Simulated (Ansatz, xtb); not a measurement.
**Ranking isomers of AlH7OSSi**

5 gas-phase structures of AlH7OSSi, found in a search over its isomers (lower ones may exist). Each was relaxed with GFN2-xTB; where two conformers were screened, the lower at r2SCAN-D4/def2-SVP is listed:

A. `O[SiH2][SH+][AlH3-]`, a singlet
B. `[SiH3][OH+][AlH2-][SH]`, a singlet
C. `[OH][AlH2-][SH+][SiH3]`, a singlet
D. `[SiH3][O][AlH2-][SH2+]`, a singlet
E. `[AlH3-][OH+][SiH2]S`, a singlet

Task: Make a reasoned guess at their ranking by r2SCAN-D4/def2-SVP single-point energy.

Result: Calculated order at r2SCAN-D4/def2-SVP: D (0.0), B (17.5), C (64.0), E (72.7), A (82.0) kJ/mol.

Energies above the lowest of each column, in kJ/mol; the last columns are at B3LYP-D3(BJ)/def2-SVP geometries and were run for some of them only (a dash: not run or not comparable):

| structure | GFN2-xTB | HF/STO-3G | r2SCAN-D4/def2-SVP | B3LYP-D3(BJ)/def2-SVP | CCSD(T)/def2-SVP + ΔMP2/def2-TZVPP |
| --- | --- | --- | --- | --- | --- |
| D | 0.0 | 98.1 | 0.0 | 0.2 | 0.0 |
| B | 50.9 | 0.0 | 17.5 | 0.0 | 11.0 |
| C | 55.1 | 157.0 | 64.0 | – | – |
| E | 80.3 | 79.6 | 72.7 | – | – |
| A | 104.3 | 171.7 | 82.0 | – | – |

CCSD(T)/def2-SVP + ΔMP2/def2-TZVPP puts D lowest of those it was run on; HF/STO-3G picks B. Some further structures that were screened fall inside this span and aren't listed. Flexible structures stand in one conformer each, not always the lowest. Frequencies (B3LYP-D3(BJ)/def2-SVP) were run for B, D alone. ΔMP2 is the change of the MP2 energy from the smaller to the larger basis.

Over these structures GFN2-xTB departs from r2SCAN-D4/def2-SVP by 13.6 kJ/mol on average once a common shift is removed. A GFN2-xTB relaxation took about 0.28 s and the r2SCAN-D4/def2-SVP energy about 2.1 s on a shared host (Ansatz 0.2.0, xtb 6.7.1).
